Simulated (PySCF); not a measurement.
From computed data to an observable: oscillator strength and radiative lifetime

Se(F)(OH) (FHOSe), SMILES O[Se]F.

Coordinates come from a B3LYP-D3(BJ)/def2-TZVP optimisation. One conformer was computed; it need not be the lowest.

TDDFT-M06-2X/def2-SVPD in PySCF puts the first singlet state with f over 0.02 at 6.21 eV (vertical), with the transition dipole (0.565, -0.097, -0.219) in atomic units.

Problem. Find the oscillator strength, the wavelength and the radiative lifetime that this transition would have in vacuum if emission retraced absorption.

Solution. 
|μ|² = 0.3766 au, so |μ| = 1.56 D. ΔE = 6.21/27.211 = 0.2282 hartree. f = (2/3) ΔE |μ|² = 0.057 (the program prints 0.057).
λ = 1239.84/6.21 = 200 nm; ν = 50087 cm⁻¹.
Einstein's coefficient A = 0.6670 ν² f s⁻¹ (ν in cm⁻¹) = 9.6e7 s⁻¹, so τ = 1/A = 10 ns. This state is S3; the lower singlets have f = 0.000, 0.003. The figure is the radiative limit of this one transition; relaxation, internal conversion, crossing to triplets and a medium change what is measured.
